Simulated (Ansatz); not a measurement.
CH₇NSiTe (`N[SiH2]C[TeH]`) from Hartree–Fock to CCSD(T)

```tsv
atom	x (Å)	y (Å)	z (Å)
N1	-0.581	1.952	0.161
Si2	-0.392	0.273	0.463
C3	0.871	-0.617	-0.599
Te4	0.932	-2.703	-0.090
H5	-1.078	2.292	-0.645
H6	0.080	2.628	0.503
H7	-1.708	-0.374	0.215
H8	0.026	0.113	1.878
H9	0.678	-0.521	-1.667
H10	1.877	-0.244	-0.391
H11	-0.705	-2.798	0.173
```

Total charge 0; spin multiplicity 1. Correlated methods include outer-core shells of Te, which these sets cover unevenly. Te: def2 effective core potential. The structure was optimised at the PBE0-D4/def2-TZVP level. It is one conformer, not always the lowest. Frozen core, restricted reference, Ansatz.

| basis | HF (Eh) | MP2 corr. |
| --- | --- | --- |
| def2-SVP | -652.16992 | -0.53970 |
| def2-TZVPP | -652.40401 | -0.98986 |
| def2-QZVPP | -652.42017 | -1.18584 |

Task: Estimate the CCSD correlation energy and the (T) correction in each basis where they were run (hartree).

Result: 
```csv
basis,CCSD corr.,(T)
def2-SVP,-0.59268,-0.01674
def2-TZVPP,-1.00477,-0.03263
```
